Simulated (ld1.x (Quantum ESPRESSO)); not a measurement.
# fluorine (F): TM pseudisation with PBE, non-relativistic reference atom.

The input file (ld1.x (Quantum ESPRESSO) 7.5):

```
&input
   title='F', zed=9., rel=0, dft='PBE', iswitch=3,
   config='[He] 2s1.75 2p5.25 3d-2',
   nld=3, rlderiv=1.90, eminld=-4.0, emaxld=5.0, deld=0.02
 /
 &inputp
   pseudotype=2, tm=.true., lloc=-1, rcloc=1.20,
   nlcc=.true.,
   file_pseudopw='F.UPF', file_wfcaegen='ae.wfc', file_wfcncgen='nc.wfc', file_beta='beta', file_chi='chi'
 /
3
2S  1  0   1.75   0.00  0.55  0.55  0.0
2P  2  1   5.25   0.00  1.75  1.75  0.0
3D  3  2  -2.00   0.20  1.75  1.75  0.0
 &test
   configts(1)='2s1.75 2p5.25'
 /
```

Command:

```bash
ld1.x < F.in > F.out
```

Resulting log (shortened: banner, matrices, multipoles, cross overlaps and the repeated all-electron block are left out):

```
Program LD1 v.7.5
     --------------------------- All-electron run ----------------------------

     F

     atomic number is  9.00
     dft =PBE   lsd =0 sic =0 latt =0  beta=0.20 tr2=1.0E-14
     Exchange-correlation= PBE
                           (   1   4   3   4   0   0   0)
     mesh =1105 r(mesh) =  99.76081 a.u. xmin = -7.00 dx = 0.01250
     1 Ry =  13.60569312 eV

     n l     nl                  e(Ry)          e(Ha)          e(eV)
     1 0     1S 1( 2.00)       -48.7148       -24.3574      -662.7992
     2 0     2S 1( 1.75)        -2.2006        -1.1003       -29.9405
     2 1     2P 1( 5.25)        -0.8253        -0.4127       -11.2294

     final scf error:  8.7E-15 reached in  34 iterations

     Etot =    -198.958464 Ry,     -99.479232 Ha,   -2706.967800 eV

     Ekin =     198.446881 Ry,      99.223440 Ha,    2700.007359 eV
     Encl =    -476.211204 Ry,    -238.105602 Ha,   -6479.183504 eV
     Eh   =      99.171698 Ry,      49.585849 Ha,    1349.299685 eV
     Exc  =     -20.365838 Ry,     -10.182919 Ha,    -277.091339 eV

     normalization and overlap integrals

     s(1S/1S) =  1.000000  <r> =   0.1765  <r2> =    0.0421  r(max) =   0.1139
     s(2S/2S) =  1.000000  <r> =   1.0046  <r2> =    1.2307  r(max) =   0.7617
     s(2P/2P) =  1.000000  <r> =   1.1038  <r2> =    1.6331  r(max) =   0.7066

     ------------------------ End of All-electron run ------------------------

     --------------------- Generating NC pseudopotential ---------------------

      Generating local potential from pseudized AE potential:
      Matching radius rcloc =   1.2000

      Local pseudo, rcloc= 1.195 Estimated cut-off energy=    17.37 Ry

      Computing core charge for nlcc:

       r > 0.28 : true rho core
       r < 0.28 : rho core = a sin(br)/r    a=  19.31  b=   8.93

      Integrated core pseudo-charge :   0.93

      Wfc   2S  rcut= 0.550  Using Troullier-Martins method

      Wfc   2P  rcut= 1.738  Using Troullier-Martins method

      Wfc   3D  rcut= 1.738  Using Troullier-Martins method

     ------------------- End of pseudopotential generation -------------------

     Computing logarithmic derivative in   1.90893
     Computing logarithmic derivative in   1.90893
     Computing the partial wave expansion
     R is outside the sphere for l=    0 j= 0.00
     R is outside the sphere for l=    1 j= 0.00
     R is outside the sphere for l=    2 j= 0.00

     ---------------------- Testing the pseudopotential ----------------------

     F

     atomic number is  9.00   valence charge is  7.00
     dft =PBE   lsd =0 sic =0 latt =0  beta=0.20 tr2=1.0E-14
     mesh =1105 r(mesh) =  99.76081 xmin = -7.00 dx = 0.01250

     n l     nl             e AE (Ry)        e PS (Ry)    De AE-PS (Ry)
     1 0     2S   1( 1.75)       -2.20058       -2.20058       -0.00000
     2 1     2P   1( 5.25)       -0.82535       -0.82535       -0.00000

     eps = 1.6E-15  iter =  6

     Etot =    -198.958464 Ry,     -99.479232 Ha,   -2706.967800 eV
     Etotps =   -49.281712 Ry,     -24.640856 Ha,    -670.511853 eV

     Ekin =      30.775348 Ry,      15.387674 Ha,     418.719942 eV
     Encl =    -100.089256 Ry,     -50.044628 Ha,   -1361.783705 eV
     Ehrt =      40.892071 Ry,      20.446036 Ha,     556.364971 eV
     Ecxc =     -11.726269 Ry,      -5.863135 Ha,    -159.544023 eV
     (Ecc =      -2.695632 Ry,      -1.347816 Ha,     -36.675938 eV)
     Epseu=      -9.133606 Ry,      -4.566803 Ha,    -124.269038 eV

     ---------------------- End of pseudopotential test ----------------------
```

Generation and configuration tests took about 0.84 s on one core of a shared server CPU.

Transferability test of the new file with ld1.x, input:

```
&input
   title='F', zed=9., rel=0, dft='PBE', iswitch=2,
   config='[He] 2s1.75 2p5.25 3d-2'
 /
 &test
   file_pseudo='F.UPF', nconf=8,
   configts(1)='2s1.75 2p5.25',
   configts(2)='2s2 2p5',
   configts(3)='2s2 2p4',
   configts(4)='2s2 2p3',
   configts(5)='2s2 2p1',
   configts(6)='2s1 2p6',
   configts(7)='2s2 2p2',
   configts(8)='2s2 2p5.3'
 /
```

```bash
ld1.x < F.test.in > F.test.out
```

Pseudopotential blocks of its output, shortened (energy terms left out; the distinct warnings before each block abridged to one line each):

```
     ---------------------- Testing the pseudopotential ----------------------

     n l     nl             e AE (Ry)        e PS (Ry)    De AE-PS (Ry)
     1 0     2S   1( 1.75)       -2.20058       -2.20058       -0.00000
     2 1     2P   1( 5.25)       -0.82535       -0.82535       -0.00000

     eps = 1.2E-16  iter =  4

     Etot =    -198.958464 Ry,     -99.479232 Ha,   -2706.967800 eV
     Etotps =   -49.281712 Ry,     -24.640856 Ha,    -670.511853 eV

     ---------------------- End of pseudopotential test ----------------------

          ---------------------- Testing the pseudopotential ----------------------

     n l     nl             e AE (Ry)        e PS (Ry)    De AE-PS (Ry)
     1 0     2S   1( 2.00)       -2.19171       -2.18943       -0.00229
     2 1     2P   1( 5.00)       -0.81742       -0.81526       -0.00216

     eps = 4.6E-16  iter =  8

     Etot =    -199.302160 Ry,     -99.651080 Ha,   -2711.644031 eV
     Etotps =   -49.625388 Ry,     -24.812694 Ha,    -675.187801 eV
     dEtot_ae =      -0.343697 Ry
     dEtot_ps =      -0.343676 Ry,   Delta E=      -0.000021 Ry

     ---------------------- End of pseudopotential test ----------------------

          ---------------------- Testing the pseudopotential ----------------------

     n l     nl             e AE (Ry)        e PS (Ry)    De AE-PS (Ry)
     1 0     2S   1( 2.00)       -3.47653       -3.47707        0.00054
     2 1     2P   1( 4.00)       -2.08137       -2.06639       -0.01498  !

     eps = 1.5E-17  iter =  9

     Etot =    -197.876168 Ry,     -98.938084 Ha,   -2692.242422 eV
     Etotps =   -48.206177 Ry,     -24.103088 Ha,    -655.878448 eV
     dEtot_ae =       1.082295 Ry
     dEtot_ps =       1.075535 Ry,   Delta E=       0.006760 Ry

     ---------------------- End of pseudopotential test ----------------------

          ---------------------- Testing the pseudopotential ----------------------

     n l     nl             e AE (Ry)        e PS (Ry)    De AE-PS (Ry)
     1 0     2S   1( 2.00)       -4.99000       -4.97933       -0.01067  !
     2 1     2P   1( 3.00)       -3.60211       -3.54167       -0.06044  !

     eps = 1.5E-17  iter =  9

     Etot =    -195.054202 Ry,     -97.527101 Ha,   -2653.847612 eV
     Etotps =   -45.418252 Ry,     -22.709126 Ha,    -617.946799 eV
     dEtot_ae =       3.904262 Ry
     dEtot_ps =       3.863460 Ry,   Delta E=       0.040802 Ry

     ---------------------- End of pseudopotential test ----------------------

          Warning: n=2, l=1 expected 0 nodes, found 1
     ---------------------- Testing the pseudopotential ----------------------

     n l     nl             e AE (Ry)        e PS (Ry)    De AE-PS (Ry)
     1 0     2S   1( 2.00)       -8.56755       -8.43241       -0.13515  !
     2 1     2P   1( 1.00)       -7.29651       -6.96043       -0.33609  !

     eps = 6.8E-15  iter =  8

     Etot =    -184.290989 Ry,     -92.145495 Ha,   -2507.406643 eV
     Etotps =   -35.001596 Ry,     -17.500798 Ha,    -476.220968 eV
     dEtot_ae =      14.667474 Ry
     dEtot_ps =      14.280117 Ry,   Delta E=       0.387358 Ry

     ---------------------- End of pseudopotential test ----------------------

          ---------------------- Testing the pseudopotential ----------------------

     n l     nl             e AE (Ry)        e PS (Ry)    De AE-PS (Ry)
     1 0     2S   1( 1.00)       -2.22651       -2.23285        0.00634  !
     2 1     2P   1( 6.00)       -0.84851       -0.85455        0.00604  !

     eps = 5.8E-15  iter = 14

     Etot =    -197.925981 Ry,     -98.962990 Ha,   -2692.920157 eV
     Etotps =   -48.249122 Ry,     -24.124561 Ha,    -656.462747 eV
     dEtot_ae =       1.032483 Ry
     dEtot_ps =       1.032590 Ry,   Delta E=      -0.000108 Ry

     ---------------------- End of pseudopotential test ----------------------

          ---------------------- Testing the pseudopotential ----------------------

     n l     nl             e AE (Ry)        e PS (Ry)    De AE-PS (Ry)
     1 0     2S   1( 2.00)       -6.69508       -6.64395       -0.05113  !
     2 1     2P   1( 2.00)       -5.34772       -5.18694       -0.16078  !

     eps = 8.2E-15  iter =  8

     Etot =    -190.597057 Ry,     -95.298528 Ha,   -2593.205067 eV
     Etotps =   -41.066254 Ry,     -20.533127 Ha,    -558.734852 eV
     dEtot_ae =       8.361407 Ry
     dEtot_ps =       8.215458 Ry,   Delta E=       0.145949 Ry

     ---------------------- End of pseudopotential test ----------------------

          ---------------------- Testing the pseudopotential ----------------------

     n l     nl             e AE (Ry)        e PS (Ry)    De AE-PS (Ry)
     1 0     2S   1( 2.00)       -1.86143       -1.85776       -0.00367
     2 1     2P   1( 5.30)       -0.49741       -0.49602       -0.00139

     eps = 1.2E-15  iter = 14

     Etot =    -199.498611 Ry,     -99.749305 Ha,   -2714.316878 eV
     Etotps =   -49.821326 Ry,     -24.910663 Ha,    -677.853669 eV
     dEtot_ae =      -0.540147 Ry
     dEtot_ps =      -0.539614 Ry,   Delta E=      -0.000534 Ry

     ---------------------- End of pseudopotential test ----------------------
```
